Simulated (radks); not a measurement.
Values are calculated unless marked as measured or tabulated.
Task: The mean radii <r> (bohr) of the occupied orbitals of an atom or ion are listed with their occupations. Code: a radial shooting solver on a logarithmic mesh with Libxc functionals. Model: scalar-relativistic Kohn-Sham, PBEsol, spin-polarised, spherical densities, finite nucleus; Fermi nuclear charge, rms radius of each element as measured or else 0.836 A^(1/3) + 0.57 fm.

orbital  occ.      <r>
1s up       1  0.02002
1s down     1  0.02002
2s up       1  0.08491
2s down     1  0.08491
2p up       3  0.07542
2p down     3  0.07542
3s up       1   0.2211
3s down     1   0.2211
3p up       3   0.2204
3p down     3   0.2204
3d up       5   0.1999
3d down     5   0.1999
4s up       1   0.4980
4s down     1   0.4980
4p up       3   0.5286
4p down     3   0.5286
4d up       5   0.5718
4d down     5   0.5719
5s up       1    1.230
5s down     1    1.231
5p up       3    1.471
5p down     3    1.468
4f up       7   0.8041
6s up       1    3.544
4f down     6   0.8070

Name the element and its charge. Open shells, if any, are filled with parallel spins first.

Result: Z = 69, thulium, charge +1: Tm+ in [Xe] 4f13 6s1. The 1s radius gives Z: for a bare nucleus <r> = (2 gamma + 1)/(2Z) with gamma = sqrt(1 - (Z/c)^2), 0.01977 bohr for Z = 69, and screening makes it slightly larger (0.02002 here). The occupations add up to 68, and the charge is Z minus that.
